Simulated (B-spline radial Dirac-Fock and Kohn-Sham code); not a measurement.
The computed values come from a radial atomic solver: Dirac-Fock (average of configuration) total-energy differences with a finite nucleus, the Breit interaction including its frequency dependence, and self-energy and vacuum-polarisation corrections. Electron correlation is not included.

Question: Identify the element and charge state from the binding energies below (tabulated ground configuration; the least bound level is included).

```
level  binding energy (eV)
   1s              88977.8
   2s              18711.3
2p1/2              18078.7
2p3/2              16020.2
3p1/2               6532.8
3p3/2               6036.7
   3d               5567.9
```

Answer: Tl⁵⁵⁺: Z = 81 with 26 electrons, [Ar] 3d8. The hydrogen-like estimate √(E/Ry) = 80.9 for the K level lies 0.1 below Z (screening lowers it, relativity raises it); the outermost level, at 5567.9 eV, fixes the charge.

Question: Identify the element and charge state from the binding energies below (tabulated ground configuration; the least bound level is included).

```
level  binding energy (eV)
    K              58455.1
   L1              12153.5
   L2              11693.5
   L3              10834.1
   M1               4533.0
   M2               4341.7
 M4,5               3853.6
```

Answer: Ho⁴⁶⁺: Z = 67 with 21 electrons, [Ar] 3d3. The hydrogen-like estimate √(E/Ry) = 65.5 for the K level lies 1.5 below Z (screening lowers it, relativity raises it); the outermost level, at 3853.6 eV, fixes the charge.
